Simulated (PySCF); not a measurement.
Geometry:
```csv
atom,x (Å),y (Å),z (Å)
Si1,0.971,1.774,0.651
H2,0.612,2.061,2.074
H3,2.453,1.648,0.497
H4,0.551,2.967,-0.163
N5,0.236,0.268,0.207
C6,0.749,-0.509,-0.906
C7,1.407,-1.815,-0.479
C8,-1.052,-0.135,0.735
C9,-2.248,0.357,-0.071
H10,1.485,0.098,-1.462
H11,-0.058,-0.717,-1.634
H12,2.272,-1.616,0.171
H13,0.706,-2.453,0.082
H14,1.752,-2.388,-1.354
H15,-1.083,-1.237,0.810
H16,-1.137,0.231,1.773
H17,-2.282,1.458,-0.093
H18,-2.203,0.005,-1.114
H19,-3.194,-0.005,0.361
```

Geometry: PBE0-D3(BJ)/def2-SVP; GIAO shifts from PySCF 2.14, gas phase, non-relativistic, averaged over equivalent atoms.

At B3LYP/pcSseg-1 (174 basis functions, 41 s wall time on 1 thread of an AMD EPYC, shared host):
```csv
atoms,δ (ppm)
Si1,-52.3
H2/H3/H4,4.59
H10/H11/H15/H16,2.73
H12/H13/H14/H17/H18/H19,0.98
N5,35.9
C6/C8,43.9
C7/C9,14.9
```

δ = σ(ref) − σ, references computed at the same level: $^{29}$Si (σref 337.86) and $^{1}$H (σref 31.38) and $^{13}$C (σref 179.24) against TMS; $^{15}$N (σref 263.54) against NH3.

Task: What do these become at PBE0/pcSseg-1?

Result: 
| atoms | δ at PBE0/pcSseg-1 | change |
| --- | --- | --- |
| Si1 | -47.5 | +4.8 |
| H2/H3/H4 | 4.68 | +0.09 |
| H10/H11/H15/H16 | 2.69 | -0.04 |
| H12/H13/H14/H17/H18/H19 | 0.95 | -0.03 |
| N5 | 29.5 | -6.4 |
| C6/C8 | 42.8 | -1.1 |
| C7/C9 | 14.4 | -0.5 |

References, each an isolated molecule treated in the same way: TMS for $^{29}$Si (σ = 351.99 ppm), $^{1}$H (σ = 31.27 ppm), $^{13}$C (σ = 184.41 ppm); $^{15}$N (σ = 265.67 ppm) vs NH3.

The largest change is at N5 (nitrogen bonded to 2 C, Si). Cost: 174 basis functions, 68 s wall time on 1 thread of an AMD EPYC, shared host.

Experimental scales use liquid or dissolved standards, which lie at an offset from isolated NH3 (liquid NH3: subtract about 20 ppm).
